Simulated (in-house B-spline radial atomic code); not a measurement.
A fraction x of an electron is added to 5s in Nb, starting from [Kr] 4d4 5s1 and keeping the highest spin. Method: scalar-relativistic (X2C) BP86, spin-polarised, spherical fractional occupations, Fermi nucleus of rms radius 4.324 fm. Calculated with an all-electron radial atomic-structure program (B-spline basis).

| x | E(x) - E(0) (eV) | 5s down level (eV) |
| --- | --- | --- |
| 0 | 0.0000 | - |
| 0.1 | -0.2505 | -2.309 |
| 0.2 | -0.4618 | -1.918 |
| 0.3 | -0.6342 | -1.530 |
| 0.4 | ? | ? |
| 0.5 | -0.8642 | -0.775 |
| 0.6 | ? | ? |
| 0.7 | -0.9468 | -0.059 |

Problem. What belongs in the row x = 0.4?

Solution. An energy change of -0.7681 eV; 5s down at -1.149 eV.

Problem. What belongs in the row x = 0.6?

Solution. An energy change of -0.9234 eV; 5s down at -0.411 eV.

Problem. Check Janak's theorem between x = 0.1 and 0.2.

Solution. The slope of the energy is -2.11 eV; the orbital levels give -2.11 eV (ε of the filling orbital, averaged over the two points).

Problem. Up to what added charge does this functional bind the extra electron?

Solution. The highest level rises by about 3.5 eV per electron near x = 0.7 and would reach zero near x = 0.72, so a whole extra electron isn't bound at the basis-set limit.
